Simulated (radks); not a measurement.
Task: These are the eigenvalues of the occupied orbitals of an atom or ion with whole-number occupations (eV). All-electron calculation, scalar-relativistic Kohn-Sham, PBE, spin-polarised, spherical densities, point nucleus. Program: a radial shooting solver on a logarithmic mesh with Libxc functionals.

1s up: -88894.80
1s down: -88886.21
2s up: -20199.51
2s down: -20193.07
2p up: -18205.31
2p down: -18196.33
3s up: -8176.285
3s down: -8145.983
3p up: -7591.668

Which element is it, and in what charge state? The configuration may be excited. Open shells, if any, are filled with parallel spins first.

Result: Z = 80, mercury, charge +66: Hg66+ in [Ne] 3s2 3p2. The list shows which subshells hold electrons but not how many an open one holds; the 1s level, -3266.8 hartree, gives Z - s = 80.8 by -(Z - s)^2/2, which with screening and relativity narrows Z to a few neighbours, and the depths of the outer levels then fix element, charge and occupations together.
